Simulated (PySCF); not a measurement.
Cl2Sr, SMILES [Cl][Sr][Cl] (connectivity only; charge and spin as stated), charge +1, multiplicity 2. Atoms are numbered in the order given.

```xyz
3

Sr     0.0000     0.0000     1.0801
Cl     0.0000     1.3658    -1.2072
Cl     0.0000    -1.3658    -1.2072
```
Charge +1, spin multiplicity 2.

The structure is a stationary point at B3LYP-D3(BJ)/def2-TZVP. The multiplicity is an assumed one; other spin states were not compared. The isomer is the one that the SMILES or the coordinates give; other isomers of the formula were not compared. The def2 effective core potentials stand for the cores of Sr; spin–orbit coupling is left out.

Computed with B3LYP-D3(BJ)/def2-TZVP in PySCF.

Frequencies are harmonic and unscaled.

```tsv
mode	ν (cm⁻¹)	IR (km/mol)	moving atoms (share of kinetic energy)
1	177	11.4	Cl 85 %, Sr 15 %
2	212	0.2	Cl 82 %, Sr 18 %
3	295	42.5	Cl 70 %, Sr 30 %
```
